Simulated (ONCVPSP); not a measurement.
**Transferability test, ONCV potential for mercury**

mercury (Hg), optimised norm-conserving Vanderbilt (ONCV), made with ONCVPSP 4.0.1 (Wu-Cohen, scalar-relativistic). Core [Kr] 4d10 4f14, reference 5s2 5p6 5d10 6s1 6p1. Waves: 5s+6s: rc 1.75 bohr, ncon 4, nbas 8, qcut 9.1 1/bohr, 2 projectors; 5p+6p: rc 1.05 bohr, ncon 3, nbas 6, qcut 7.6 1/bohr, 2 projectors; 5d: rc 2.00 bohr, ncon 3, nbas 8, qcut 7.8 1/bohr, 3 projectors, debl 3.7 Ha. Local part: polynomial inside 0.70 bohr (lpopt 5, dvloc0 0 Ha). Core correction: Teter function, fcfact 2.75, rcfact 1.65.

Energies are relative to the spin-unpolarised reference configuration 5s2 5p6 5d10 6s1 6p1; without spin polarisation the order of configurations can differ from experiment.

| valence configuration | charge | ΔE all-electron (eV) | error AE − PS (meV) |
| --- | --- | --- | --- |
| 5s2 5p6 5d10 6s1 6p0 | +1 | 4.580 | -1.7 |
| 5s2 5p6 5d10 6s0 6p0 | +2 | 23.598 | -13 |
| 5s2 5p6 5d10 6s0 6p2 | 0 | 6.619 | -4.0 |

(1) What are ΔE and the potential's error for 5s2 5p6 5d10 6s2 6p0?

Note: ghosts flagged at negative energy: s at -413.6 eV; GHOST(+) flagged for p at 88.4 eV, d at 577.4 eV. A true bound ghost makes a file unfit for plane-wave use.

Answers

(1) ΔE = -6.173 eV all-electron; the error (AE − PS) is +0.2 meV.
